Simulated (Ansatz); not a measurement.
Al4B2: single points at one geometry.

```yaml
crystal:
  periodic: [false, false, false]
  atoms:
    - {symbol: B, position_ang: [0.283688, 0.218903, 0.183851]}
    - {symbol: B, position_ang: [-0.662753, -0.499606, -0.811704]}
    - {symbol: Al, position_ang: [-0.308898, 0.138027, 2.190029]}
    - {symbol: Al, position_ang: [-2.055124, -1.157220, 0.555562]}
    - {symbol: Al, position_ang: [0.621723, -0.008747, -2.438858]}
    - {symbol: Al, position_ang: [2.121364, 1.308632, 0.321111]}
basis:
  gaussian: {orbitals: def2-SVP, initial_orbitals: start.molden}
hamiltonian: {xc: pbe0, dispersion: d4}
scf: {omitted_lower_state_checks: [starts]}
output: {orbitals: {seedname: orbitals}}
```

The file start.molden holds the orbitals of an earlier run on this structure, at another level or in another basis.

```sh
$ ansatz run in.yaml --threads 4 --pin off --events-out ev --progress --plain --max-ram 4787MiB
```

Output, abridged:

```
Functional definition: PBE0
921 factors; integrals over basis functions are off by at most 8.3e-4 eV
mean field evaluation 1: about -27712.8662 eV, gradient 3.3e0 eV
mean field evaluation 2: about -27712.8983 eV, gradient 3.0e-2 eV
mean field evaluation 4: about -27712.9531 eV, gradient 3.3e-4 eV
mean field -27712.95305913 eV, -1018.4322404088 hartree, gradient 2.0e-5 eV, S^2 0.000000; 0 other end points of the search recorded, 0 dependent functions left out
reference -27712.95308651 eV, -1018.4322414150 hartree; 31, 31 occupied and 69, 69 virtual orbitals, 921 factors
Total energy: -27713.30609877 eV, -1018.4452143763 hartree
Checks for a lower state left out: starts
```

Run time 0.85 s (4 threads of INTEL XEON PLATINUM 8581C on a shared host).

First input, but with `hamiltonian: {xc: {name: LC-wPBE, parameters: {omega: 0.2/bohr}}}` (abridged; 0.85 s):

```
Functional definition: LC-wPBE
mean field -27713.51769214 eV, -1018.4529902891 hartree, gradient 1.8e-5 eV, S^2 0.000000
Total energy: -27713.51769216 eV, -1018.4529902897 hartree
Checks for a lower state left out: starts
```

First input, but with `hamiltonian: {xc: {name: LC-wPBE, parameters: {omega: 0.1/bohr}}}` (abridged; 0.9 s):

```
Functional definition: LC-wPBE
mean field -27713.44444208 eV, -1018.4502983991 hartree, gradient 2.3e-5 eV, S^2 0.000000
Total energy: -27713.44444216 eV, -1018.4502984020 hartree
Checks for a lower state left out: starts
```

The first input with `gaussian: {orbitals: def2-TZVPD, initial_orbitals: start.molden}`, `hamiltonian: {xc: r2scan, dispersion: d4}` (abridged; 3.5 s):

```
Functional definition: r2SCAN
mean field -27733.88344965 eV, -1019.2014180731 hartree, gradient 1.1e-5 eV, S^2 0.000000
Total energy: -27733.96482172 eV, -1019.2044084416 hartree
Checks for a lower state left out: starts
```

Geometry: B3LYP-D4/def2-SVP.

The structure comes from a short search, and lower isomers may exist.
